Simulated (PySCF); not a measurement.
First SCF of a structure search on valence singlet (4f shell in the core) PrS(OH), at a hand-made bent (heavy-atom frame) geometry. PySCF input:

```python
from pyscf import gto, scf, dft
mol = gto.M(atom='''
Pr     0.000000     0.000000     0.000000
S     -1.900400     0.000000     1.330700
O      1.957800     0.000000     1.370800
H      2.463300    -0.735400     1.724800''',
    basis={'Pr': 'lcecp-1-TZVP', 'S': 'def2-TZVP', 'O': 'def2-TZVP', 'H': 'def2-TZVP'},
    ecp={'Pr': 'lcecp-1-TZVP'},
    charge=0, spin=0)
mf = dft.RKS(mol, xc='PBE0')
mf.grids.atom_grid = (50, 194)
aux = {'Pr': 'AutoAux', 'S': 'def2-universal-JKFIT', 'O': 'def2-universal-JKFIT', 'H': 'def2-universal-JKFIT'}  # AutoAux: made from the orbital basis by basis_set_exchange (get_aux=1)
mf = mf.density_fit(auxbasis=aux)
mf.conv_tol = 1e-08
mf.diis_space = 10
mf.max_cycle = 60
mf.verbose = 4
# dm0: spherical densities of the free atoms in this basis, scaled to the electron count
mf.kernel(dm0)
```

Excerpt of the output (cycles and frontier levels):

```
init E= -506.524349143244
  HOMO = -0.327198341179053  LUMO = -0.106625024371686  gap/eV = 6.00211
cycle= 1 E= -506.456872797738  delta_E= 0.0675  |g|= 1.11  |ddm|= 1.89
  HOMO = -0.13077477853904  LUMO = -0.0974128961690104  gap/eV = 0.90782
cycle= 2 E= -499.459481678891  delta_E=    7  |g|= 4.56  |ddm|= 4.11
  HOMO = -0.166679321009576  LUMO = -0.0596981911554266  gap/eV = 2.91110
cycle= 3 E= -506.754630759703  delta_E= -7.3  |g|= 0.311  |ddm|= 3.71
  HOMO = -0.228497570955287  LUMO = -0.0995022277032217  gap/eV = 3.51014
cycle= 4 E= -506.773534562619  delta_E= -0.0189  |g|= 0.164  |ddm|= 0.504
  HOMO = -0.217768845033041  LUMO = -0.0880070675846735  gap/eV = 3.53100
cycle= 5 E= -506.779810569252  delta_E= -0.00628  |g|= 0.0516  |ddm|= 0.159
  HOMO = -0.222288008053329  LUMO = -0.0848316225315744  gap/eV = 3.74038
cycle= 6 E= -506.780401646641  delta_E= -0.000591  |g|= 0.0347  |ddm|= 0.0648
  HOMO = -0.221667823310574  LUMO = -0.0853261660160499  gap/eV = 3.71005
cycle= 7 E= -506.780640217061  delta_E= -0.000239  |g|= 0.0107  |ddm|= 0.0264
  HOMO = -0.222215136076391  LUMO = -0.0849726971292245  gap/eV = 3.73456
cycle= 8 E= -506.780677282467  delta_E= -3.71e-05  |g|= 0.0019  |ddm|= 0.00807
  HOMO = -0.222375407394199  LUMO = -0.0849489927715702  gap/eV = 3.73956
cycle= 9 E= -506.78067829162  delta_E= -1.01e-06  |g|= 0.000531  |ddm|= 0.00182
  HOMO = -0.222374203290093  LUMO = -0.0849377111192585  gap/eV = 3.73984
cycle= 10 E= -506.780678371723  delta_E= -8.01e-08  |g|= 7.7e-05  |ddm|= 0.000509
  HOMO = -0.222368818971118  LUMO = -0.0849396138290265  gap/eV = 3.73964
cycle= 11 E= -506.780678374051  delta_E= -2.33e-09  |g|= 1.45e-05  |ddm|= 0.000102
  HOMO = -0.222368883340156  LUMO = -0.0849401007322865  gap/eV = 3.73963
Extra cycle  E= -506.78067837413  delta_E= -7.91e-11  |g|= 1.54e-05  |ddm|= 3.81e-05
converged SCF energy = -506.78067837413
```

No lower solution of this spin was found by a stability analysis within the restricted form, which does not test spin polarisation.

The 4f shell sits in the core potential, so its spin is not counted.

The search for the lowest solution, with the stability check, took 10 s on 2 threads of a shared Arm Neoverse N1 host, with 121 basis functions; the process peaked at 0.42 GiB. Launch command: `OMP_NUM_THREADS=2 python axn.py task.json out`.
